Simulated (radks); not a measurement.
The platinum anion Pt2-, [Hg], held by a Watson sphere: a shell of charge +2 at radius R that stands for the Madelung well of a crystal (potential energy -2/R inside, -2/r outside, in hartree with lengths in bohr). Method: scalar-relativistic Kohn-Sham, PBE, spin-polarised, spherical densities, finite nucleus; Fermi nuclear charge, rms radius of each element as measured or else 0.836 A^(1/3) + 0.57 fm; computed with a radial shooting solver on a logarithmic mesh with Libxc functionals. Response by self-consistent Sternheimer equations with the Hartree and adiabatic LDA kernel, the relativistic mass of each level held fixed and spin-orbit coupling left out. The sphere does not respond.

[
 {"R (bohr)": "3.7", "e(5p) (eV)": "-53.472", "e(6s) (eV)": "-5.615", "e(5d) (eV)": "-4.251", "<r> 5d (bohr)": "1.879", "sum of <r^2> (bohr^2)": "88.58", "X-ray form factor at sin(theta)/lambda = 0.1 1/angstrom": "74.750", "alpha (bohr^3)": "81.56"},
 {"R (bohr)": "4.43", "e(5p) (eV)": "-52.615", "e(6s) (eV)": "-4.625", "e(5d) (eV)": "-3.259", "<r> 5d (bohr)": "1.912", "sum of <r^2> (bohr^2)": "95.22", "X-ray form factor at sin(theta)/lambda = 0.1 1/angstrom": "74.586", "alpha (bohr^3)": "115.8"},
 {"R (bohr)": "5.32", "e(5p) (eV)": "-51.788", "e(6s) (eV)": "-3.646", "e(5d) (eV)": "-2.345", "<r> 5d (bohr)": "1.943", "sum of <r^2> (bohr^2)": "103.3", "X-ray form factor at sin(theta)/lambda = 0.1 1/angstrom": "74.449", "alpha (bohr^3)": "178.1"},
 {"R (bohr)": "5.77", "e(5p) (eV)": "-51.452", "e(6s) (eV)": "-3.243", "e(5d) (eV)": "-1.983", "<r> 5d (bohr)": "1.957", "sum of <r^2> (bohr^2)": "107.6", "X-ray form factor at sin(theta)/lambda = 0.1 1/angstrom": "74.400", "alpha (bohr^3)": "223.0"},
 {"R (bohr)": "6.03", "e(5p) (eV)": "-51.280", "e(6s) (eV)": "-3.036", "e(5d) (eV)": "-1.800", "<r> 5d (bohr)": "1.965", "sum of <r^2> (bohr^2)": "110.1", "X-ray form factor at sin(theta)/lambda = 0.1 1/angstrom": "74.377", "alpha (bohr^3)": "255.0"},
 {"R (bohr)": "6.09", "e(5p) (eV)": "-51.243", "e(6s) (eV)": "-2.991", "e(5d) (eV)": "-1.760", "<r> 5d (bohr)": "1.966", "sum of <r^2> (bohr^2)": "110.7", "X-ray form factor at sin(theta)/lambda = 0.1 1/angstrom": "74.372", "alpha (bohr^3)": "263.1"},
 {"R (bohr)": "6.28", "e(5p) (eV)": "-51.130", "e(6s) (eV)": "-2.853", "e(5d) (eV)": "-1.640", "<r> 5d (bohr)": "1.972", "sum of <r^2> (bohr^2)": "112.7", "X-ray form factor at sin(theta)/lambda = 0.1 1/angstrom": "74.357", "alpha (bohr^3)": "291.1"}
]
